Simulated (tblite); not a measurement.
Species: C3H7BFP.
Numbering: `[CH3:1][C:2]#[C:3][B@@H-:4]([F:5])[PH3+:6]` (hydrogens: H7, H8, H9 on C1; H10 on B4; H11, H12, H13 on P6)
Bond orders are those of one Lewis drawing.

Computed with GFN2-xTB (tblite), gas phase: L-BFGS steps from a force-field or distance-geometry start until the largest atomic force falls under 0.01 eV/Å.

Step 2: E = -501.6266 eV
```
atom  x, y, z in Å  |  force x, y, z in eV/Å
C1      2.8075    0.4749    0.0511    0.465  -0.566  -0.201
C2      1.4656   -0.0214    0.1126   -0.326  -0.087   0.063
C3      0.3334   -0.4174    0.1637   -0.413  -0.114   0.041
B4     -1.0929   -1.0443    0.3057    0.854   0.076  -1.034
F5     -1.4795   -1.2954    1.5787   -0.434  -0.240   1.120
P6     -2.3152    0.3456   -0.3371    0.522  -0.605  -0.018
H7      2.8195    1.4590   -0.3615    0.052   0.756  -0.283
H8      3.4155   -0.1783   -0.5797    0.013   0.015  -0.019
H9      3.2435    0.4896    1.0357    0.175   0.052   0.428
H10    -1.2646   -1.9526   -0.4482   -0.061  -0.312  -0.047
H11    -2.0586    0.7142   -1.6521   -0.418   0.222   0.371
H12    -2.2435    1.4936    0.4122   -0.401   0.251  -0.269
H13    -3.6350   -0.0670   -0.2989   -0.029   0.554  -0.153
```

Step 3: E = -501.6917 eV
```
atom  x, y, z in Å  |  force x, y, z in eV/Å
C1      2.8125    0.4684    0.0487    0.131  -0.040  -0.056
C2      1.4627   -0.0222    0.1138   -0.018  -0.010   0.030
C3      0.3302   -0.4158    0.1629   -0.226  -0.112   0.034
B4     -1.0781   -1.0498    0.2979    0.349  -0.060  -0.454
F5     -1.4866   -1.2962    1.5890   -0.229  -0.134   0.544
P6     -2.3068    0.3361   -0.3352    0.369  -0.437   0.091
H7      2.8208    1.4657   -0.3637    0.054   0.374  -0.140
H8      3.4149   -0.1768   -0.5787    0.150  -0.152  -0.163
H9      3.2448    0.4904    1.0384    0.140   0.028   0.311
H10    -1.2667   -1.9577   -0.4497   -0.004  -0.326  -0.031
H11    -2.0670    0.7181   -1.6439   -0.362   0.224   0.253
H12    -2.2514    1.4959    0.4050   -0.351   0.153  -0.281
H13    -3.6337   -0.0557   -0.3022   -0.004   0.492  -0.138
```

Step 4: E = -501.7598 eV
```
atom  x, y, z in Å  |  force x, y, z in eV/Å
C1      2.8172    0.4652    0.0457   -0.014   0.322   0.101
C2      1.4637   -0.0226    0.1169    0.146   0.037  -0.017
C3      0.3279   -0.4086    0.1594    0.160  -0.163   0.063
B4     -1.0445   -1.0756    0.2947   -0.411  -0.153   0.044
F5     -1.5038   -1.2940    1.6012    0.075  -0.111   0.010
P6     -2.2833    0.3096   -0.3243   -0.047   0.015   0.111
H7      2.8255    1.4734   -0.3654    0.048   0.083  -0.042
H8      3.4170   -0.1767   -0.5801    0.199  -0.218  -0.217
H9      3.2474    0.4924    1.0419    0.091   0.007   0.145
H10    -1.2725   -1.9752   -0.4546    0.140  -0.306   0.071
H11    -2.0943    0.7319   -1.6194   -0.200   0.191   0.011
H12    -2.2772    1.4996    0.3794   -0.193   0.002  -0.205
H13    -3.6275   -0.0189   -0.3131    0.006   0.295  -0.075
```

Step 5: E = -501.7761 eV
```
atom  x, y, z in Å  |  force x, y, z in eV/Å
C1      2.8190    0.4684    0.0463    0.087   0.211   0.034
C2      1.4661   -0.0222    0.1176    0.119   0.041  -0.019
C3      0.3299   -0.4088    0.1593    0.155  -0.215   0.074
B4     -1.0400   -1.0866    0.2942   -0.414  -0.109   0.150
F5     -1.5082   -1.2951    1.6054    0.140  -0.117  -0.111
P6     -2.2770    0.3018   -0.3193   -0.163   0.152   0.026
H7      2.8277    1.4773   -0.3667    0.051   0.028  -0.016
H8      3.4204   -0.1796   -0.5834    0.089  -0.077  -0.088
H9      3.2495    0.4931    1.0450    0.069   0.014   0.061
H10    -1.2721   -1.9854   -0.4550    0.158  -0.287   0.101
H11    -2.1061    0.7392   -1.6113   -0.139   0.155  -0.027
H12    -2.2883    1.5007    0.3680   -0.127  -0.008  -0.137
H13    -3.6253   -0.0026   -0.3177   -0.026   0.212  -0.048
```

Question: Estimate the geometry and energy of step 6. (The exact step hangs on the optimiser's Hessian estimate; all steps are aligned on step 5, rigid shifts and turns removed.)

Answer: E = -501.7947 eV, largest force 0.338 eV/Å
```
atom  x, y, z in Å  |  force x, y, z in eV/Å
C1      2.8249    0.4745    0.0467    0.107   0.017  -0.020
C2      1.4703   -0.0209    0.1181    0.012   0.018  -0.015
C3      0.3347   -0.4145    0.1610    0.130  -0.246   0.078
B4     -1.0427   -1.1003    0.2954   -0.179  -0.024   0.173
F5     -1.5102   -1.2995    1.6091    0.156  -0.129  -0.166
P6     -2.2735    0.2966   -0.3140   -0.222   0.227  -0.115
H7      2.8315    1.4836   -0.3689    0.066  -0.029   0.016
H8      3.4252   -0.1833   -0.5881   -0.026   0.103   0.068
H9      3.2535    0.4944    1.0500    0.043   0.030  -0.066
H10    -1.2681   -2.0035   -0.4530    0.143  -0.220   0.141
H11    -2.1224    0.7508   -1.6027   -0.066   0.104  -0.060
H12    -2.3036    1.5022    0.3525   -0.049   0.043  -0.019
H13    -3.6239    0.0204   -0.3238   -0.114   0.106  -0.016
```

The energy changes by -0.0186 eV. The first-order estimate −F·Δx gives -0.0270 eV and the mean of the old and new forces, exact on a quadratic surface, -0.0186 eV. The step makes an angle of 50° with the force vector and moves no atom by more than 0.024 Å.

What follows is the cost of the whole relaxation. Time: 0.39 s of wall time. Hardware: one thread, Arm Neoverse V2 (aarch64), shared host with 32 logical CPUs at a one-minute load of 30.
